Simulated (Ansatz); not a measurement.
A basis-limit estimate, worked out

The pair of Cl⁻ (SMILES [Cl-], atom 1) and HCl (SMILES Cl, atoms 2–3), both closed shells, in one local arrangement (a lower one may exist), relaxed at PBE0-D4/def2-TZVPD:

Cl1  (-0.085, -0.016, -1.561)
Cl2  (0.085, 0.016, 1.561)
H3  (0.000, 0.000, 0.000)
(Å)

Both fragments are computed in the basis of the whole pair.

Program: Ansatz 0.2.0. Basis: def2-TZVPPD and def2-QZVPPD. Cores are frozen in the correlated methods.

Energies in eV:

| quantity | pair | first fragment | second fragment |
| --- | --- | --- | --- |
| Hartree–Fock, triple zeta (X = 3) | -25025.97796 | -12505.39528 | -12518.98849 |
| Hartree–Fock, quadruple zeta (X = 4) | -25026.63444 | -12505.71714 | -12519.32219 |
| MP2 correlation, X = 3 | -11.55795 | -5.61009 | -5.68497 |
| MP2 correlation, X = 4 | -12.65118 | -6.13939 | -6.19794 |
| CCSD(T) correlation, X = 3 | -12.93076 | -6.28440 | -6.52601 |

Question: Work out the interaction energy at the basis limit: extrapolate Hartree–Fock as E(X) = E∞ + A exp(−7.88 √X) and the MP2 correlation as E(X) = E∞ + B X^−2.97 (the exponents that Neese and Valeev fitted for def2-TZVPP and QZVPP, reused here for the diffuse sets), then add CCSD(T) − MP2 in triple zeta.

Answer: Each step is linear, so take the differences first (pair − first fragment − second fragment): Hartree–Fock -1.59419 (X = 3) and -1.59511 (X = 4); MP2 correlation -0.26289 and -0.31385; CCSD(T) correlation -0.12035.
Two points give E∞ = E(4) + w [E(4) − E(3)], with w = 1/(exp(7.88 (2 − √3)) − 1) = 0.1377 for Hartree–Fock and w = 1/((4/3)^2.97 − 1) = 0.7407 for the correlation.
Hartree–Fock: -1.59511 + 0.1377 × (-0.00092) = -1.5952 eV.
MP2 correlation: -0.31385 + 0.7407 × (-0.05096) = -0.3516 eV.
CCSD(T) − MP2: -0.12035 − (-0.26289) = 0.1425 eV.
Sum: -1.5952 + (-0.3516) + 0.1425 = -1.8043 eV, or -41.61 kcal/mol. Plain CCSD(T) in triple zeta gives -1.7145 eV, so the larger basis shifts the result by -0.0898 eV.

No T1 diagnostic of these runs exceeds 0.008.

For scale, one of the runs: CCSD(T)/def2-TZVPPD, 119 basis functions, launched by `ansatz run in.yaml --threads 2 --pin off --events-out ev --progress --plain --max-ram 5222MiB`. The run took about 2 s on 2 CPU threads (shared host).
